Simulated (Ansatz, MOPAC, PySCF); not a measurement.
Breaking a bond: CH3N, SMILES C=N. The C1–N4 bond (C1 also carries H, H; N4 carries H) is pulled apart rigidly from the PBE0/def2-TZVP optimised geometry.

Levels: UMP2/6-31G* = unrestricted MP2 (frozen core)/6-31G*, spherical d in PySCF 2.14.0; RKS-PBE = Ansatz (a quantum-chemistry and plane-wave program) with restricted PBE/cc-pVTZ; PM7, restricted, heats of formation (MOPAC).

Energies are in kJ/mol, each relative to the lowest point of its own curve near equilibrium.

```tsv
R / Å	UMP2/6-31G*	RKS-PBE	PM7
0.99	555.0	493.5	600.9
1.09	187.8	162.5	225.1
1.12	124.1	105.9	154.0
1.17	52.0	42.6	69.5
1.23	8.4	6.0	14.6
1.26	0.0	0.0	2.7
1.30	28.4	1.7	0.0
1.36	76.8	20.4	18.7
1.40	109.6	40.8	42.9
1.47	167.5	86.6	101.0
1.59	265.1	181.4	226.7
1.68	336.4	256.9	328.5
1.91	516.7	439.6	575.5
2.08	599.7	554.1	725.2
2.28	788.9	663.7	831.5
2.56	808.0	776.9	902.8
2.75	810.2	832.4	926.2
3.09	810.2	901.0	942.5
3.43	809.5	942.7	946.5
3.75	809.2	966.6	947.6
4.40	809.1	991.1	948.4
```

At the longest distance, 4.40 Å, RKS-PBE lies highest above its minimum (991.1 kJ/mol) and UMP2/6-31G* lowest (809.1 kJ/mol).

The unrestricted solution behind UMP2/6-31G* changes between 1.68 and 1.91 Å, which can leave a kink. The unrestricted determinant behind UMP2/6-31G* is spin-contaminated at 1.30 to 4.40 Å (<S²> up to 1.8, against 0.00 for a pure singlet). The restricted form behind RKS-PBE, PM7 keeps the bonding electrons paired and can't separate into open-shell fragments.
